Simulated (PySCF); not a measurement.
# State search for InF

Unrestricted PBE0; In aug-cc-pVDZ-PP with ECP28, F aug-cc-pVDZ; scalar-relativistic core potentials (PySCF 2.14). Outer shells of the fragments: In 4d10 5s2 5p1; F 2s2 2p5.

Followed along the bond (rough minima from three points):

```json
{"2Ms+1": "1", "unpaired": "none", "⟨S²⟩ at the start": "0.00", "R at minimum (Å)": "2.02", "Te (eV)": "0.00"}
{"2Ms+1": "3", "unpaired": "σ ↑, π ↑", "⟨S²⟩ at the start": "2.00", "R at minimum (Å)": "1.99", "Te (eV)": "3.76"}
```

Solutions found at the starting distance of 2.005 Å, counted from the lowest of them; the search is not exhaustive and high or unbound solutions are not listed, so other states can lie among these:

```
2Ms+1  unpaired   term  E (eV)  ⟨S²⟩  ⟨Lz²⟩  μ (D)
    1      none    ¹Σ⁺    0.00  0.00   0.00  -3.41
    3  σ ↑, π ↑     ³Π    3.75  2.00   1.00  -2.89
    1  σ ↓, π ↑  mixed    4.34  1.01   1.00  -2.48
    3      σ ↑↑    ³Σ⁺    5.60  2.00   0.00  -1.15
    3      π ↑↑  mixed    6.89  2.01   2.01   2.02
    3      π ↑↑  mixed    7.00  2.01   2.01   2.14
```

A term symbol is given only where ⟨S²⟩ and ⟨Lz²⟩ are close to those of a pure state; real π, δ and φ orbitals otherwise mix terms. A positive dipole means In(−)F(+).

Spin–orbit coupling is left out. Counting both spins, an empty level lies below a filled one in some of these solutions, because spin and occupation are held.
